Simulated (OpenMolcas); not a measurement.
Mo2+.

| Quantity | Value |
| --- | --- |
| Program | OpenMolcas |
| Method | RASSCF |
| Basis | ANO-RCC-VTZP [7s6p4d2f1g] |
| Scalar Hamiltonian | DKH2, point nucleus |
| Active space | 10 electrons in 8 orbitals (RAS1 4p, at most 2 holes; RAS2 4d) |
| State averaging | 2S+1 = 5 even, 5 roots; 2S+1 = 3 even, 45 roots; 2S+1 = 1 even, 50 roots |
| Spin-orbit coupling | RASSI with atomic mean-field integrals over the reference wave functions, term energies averaged over their components |

Levels without dynamic correlation, in cm⁻¹ above 4d⁴ ⁵D₀:

| Level | E |
| --- | --- |
| 4d⁴ ³P₀(1) | 14350 |
| 4d⁴ ³H₄ | 16775 |
| 4d⁴ ³F₂(1) | 17682 |
| 4d⁴ ³G₃ [75 %] | 20393 |

On this reference, MS-RASPT2, IPEA 0.25 Eh, imaginary shift 0.1 Eh (closed shells correlated: 4s) puts 4d⁴ ³P₀(1) at 12530 cm⁻¹.

Task: Estimate the other levels at that method by one scale factor, and say how well it serves.

Result: The factor is 12530 / 14350 = 0.873. Scaled values beside those that MS-RASPT2 gives and measured ones (Sugar and Musgrove, J. Phys. Chem. Ref. Data 17, 155 (1988)):
```json
{"Level": "4d⁴ ³H₄", "Scaled": "14645", "MS-RASPT2": "13780", "Miss (%)": "+6.3", "Measured": "12680"}
{"Level": "4d⁴ ³F₂(1)", "Scaled": "15436", "MS-RASPT2": "15460", "Miss (%)": "-0.2", "Measured": ""}
{"Level": "4d⁴ ³G₃ [75 %]", "Scaled": "17803", "MS-RASPT2": "17280", "Miss (%)": "+3.0", "Measured": "15871"}
```
For these levels the scaled values miss MS-RASPT2 by up to 6.3 %, as correlation changes each term by its own factor, spin-orbit parts do not scale and CASPT2 has its own spread within terms. This holds within one configuration; levels of others move differently, and the target method has errors of its own against measurement.

CASPT2 does not keep the components of a term degenerate, so their means are used; among the terms shown or strongly mixed into the levels shown the widest spread is 580 cm-1 (4d⁴ ³H, MS-RASPT2). Active for correlation alone: 4p; no level in the range computed is led by a configuration that opens it, so any true level of that kind is missing. Without dynamic correlation excited terms often stand tens of per cent too high (terms of higher spin than the ground term too low), and those without a measured partner can miss by more than the paired ones (holds for RASSCF). The CASPT2 spread within a term exceeds the gap to the next term for 4d⁴ ³H and 4d⁴ ³P(1), so the order of their levels is uncertain (holds for MS-RASPT2). Computed and measured levels are paired by configuration, term and J; levels that our copy of the source lacks, or whose pairing is in doubt (as where it misses far off the trend of its configuration), stay unpaired and out of the deviations. Levels of configurations outside the active space are missing.

A share in square brackets marks a mixed level and gives the weight of the term that names it, the lowest over the columns. A number in round brackets counts repeated terms of one configuration in the order of the reference energies.
